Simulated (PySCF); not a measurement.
Computed with core-valence-separated Tamm–Dancoff BHandHLYP/aug-pcX-1 (pcseg-1 on H) in PySCF, non-relativistic, gas phase, PBE0-D3(BJ)/def2-SVP geometry. The energies are unshifted.

Main lines of an unknown, eV (oscillator strength): C K: 283.8 (0.050), 284.0 (0.062), 284.3 (0.059), 284.4 (0.066), 285.4 (0.012); N K: 400.2 (0.039), 402.5 (0.009), 403.4 (0.005). Listed: the first five lines at most of each edge with a tenth or more of its strongest line's intensity; roots within 0.03 eV on the same or equivalent atoms are summed. Only the lowest roots were sought, and the top ones are left out.

Question: Which candidate gives them?
A. `CC1=CC=C(C)N1`
B. `Cc1cccn1C`
C. `C=C1C[C@@H]1/C=N/C`
D. `N[C@@H]1C=C[C@H]2C[C@@H]12`

Answer: B. 

- `Cc1cccn1C`: C K: 283.8 (0.050), 284.0 (0.062), 284.3 (0.059), 284.4 (0.066), 285.4 (0.012); N K: 400.2 (0.039), 402.5 (0.009), 403.4 (0.005). First C line listed at 283.8 eV, hole on the aromatic CH carbon (1s→π*); first N line listed at 400.2 eV, hole on the pyrrole-type nitrogen (1s→π*).
- `N[C@@H]1C=C[C@H]2C[C@@H]12`: C K: 282.6 (0.057), 282.8 (0.063), 285.6 (0.017), 285.7 (0.018), 285.7 (0.008); N K: 399.2 (0.013), 400.1 (0.030), 400.6 (0.013), 401.1 (0.006), 401.7 (0.008). First C line listed at 282.6 eV, hole on the alkene CH carbon (1s→π*); first N line listed at 399.2 eV, hole on the primary amine nitrogen.
- `Cc1ccc(C)[nH]1`: C K: 283.9 (0.110), 284.4 (0.128), 285.4 (0.025), 285.5 (0.014), 286.1 (0.048); N K: 400.2 (0.037), 400.5 (0.021), 402.6 (0.006), 402.9 (0.004). First C line listed at 283.9 eV, hole on the aromatic CH carbon; first N line listed at 400.2 eV, hole on the pyrrole-type nitrogen (1s→π*).
- `C=C1C[C@@H]1/C=N/C`: C K: 282.7 (0.057), 282.9 (0.061), 283.2 (0.067), 285.8 (0.008), 285.9 (0.007); N K: 396.3 (0.059), 401.4 (0.006). First C line listed at 282.7 eV, hole on the terminal =CH2 carbon (1s→π*); first N line listed at 396.3 eV, hole on the imine nitrogen.

One conformer each; other structures than these candidates weren't tested.
